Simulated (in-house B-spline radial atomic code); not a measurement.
# Ionising Gd30+ with different functionals

Computed with a B-spline radial code for spherical atoms: scalar-relativistic (spin-free X2C) Hamiltonian, Fermi nucleus of rms radius 5.1569 fm, spin-polarised at highest spin, spherical fractional occupations for the functionals. The ionisation energy is the difference of two self-consistent energies, [Ar] 3d10 4s2 4p4 → [Ar] 3d10 4s2 4p3, without Breit or QED terms; ε is the level of the shell that loses the electron (its least bound occupied spin orbital). There is no spin-orbit coupling in this Hamiltonian.

Hybrids are left out here: with spherical fractional occupations of an open shell their exact exchange keeps a self-interaction that integer-occupation calculations don't have.

```
 method      rung  ΔSCF (eV)  -ε(4p) (eV)
    PBE       GGA    1199.23      1178.36
   TPSS  meta-GGA          ?            ?
 r2SCAN  meta-GGA          ?            ?
revTPSS  meta-GGA    1198.33      1178.03
```

Question: What does r2SCAN give?

Answer: ΔSCF 1197.90 eV, and -ε(4p) = 1178.03 eV.

Question: What does TPSS give?

Answer: ΔSCF 1198.72 eV, and -ε(4p) = 1178.26 eV.

Question: Among the functionals, which spreads more, the ΔSCF values or the orbital energies?

Answer: The ΔSCF values: ΔSCF values span about 1.33 eV and the orbital energies 0.32 eV.

Question: How do they compare with the NIST value?

Answer: NIST lists 1189 eV ± 4 (tabulated theory, ground level to ground level). Errors run from +8.90 to +10.23 eV. The correlated functionals all miss on the same side by more than they spread, so the cause is common to them (spin-orbit coupling, Breit-QED terms, multiplet and fine-structure energies, or a listed next ion that isn't the cheapest removal here) and closeness doesn't rank the functionals.
